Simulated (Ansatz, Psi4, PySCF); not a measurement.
Molecule: C₃H₁₀NSi (charge 0, doublet). SMILES: [CH2][Si](C)(C)N
Geometry: optimised at B3LYP-D3(BJ)/def2-TZVP (Ansatz, an electronic-structure program).

Quantity: size of the dipole moment, in D. Set-up: spin-orbit terms left out; LANL2DZ with its own core potentials from Na on; UHF or UKS for open shells; six Cartesian d functions in 6-31G* and its kin unless marked 5d; non-relativistic; 6-311+G** with 5d, 6d on Na to Ar in Ansatz; no dispersion term unless named. Ab initio and DFT rows: single points at B3LYP-D3(BJ) geometries (Ansatz).

```tsv
level	program	size of the dipole moment (D)
SVWN5/6-31G*	Ansatz	0.97
PBE/3-21G	Ansatz	1.13
PBE/LANL2DZ	Ansatz	0.99
PBE/def2-SVP	Ansatz	0.92
BP86/def2-SVP	PySCF	0.92
B3LYP/3-21G	Ansatz	1.13
B3LYP/LANL2DZ	Ansatz	1.03
B3LYP/6-31G*	Ansatz	0.95
wB97X-D/6-31G*	Psi4	1.01
wB97X-D/6-311+G**	Psi4	0.82
```

No value to compare with is used here. The 10 habitual levels span 0.82 (wB97X-D/6-311+G**) to 1.13 D (PBE/3-21G).

The levels are drawn from those run, B3LYP/6-31G* more often than the rest, none by its result; left out are runs that failed, that the program found above a lower state of the same kind, or whose <S^2> lies over 0.5 above the pure value.
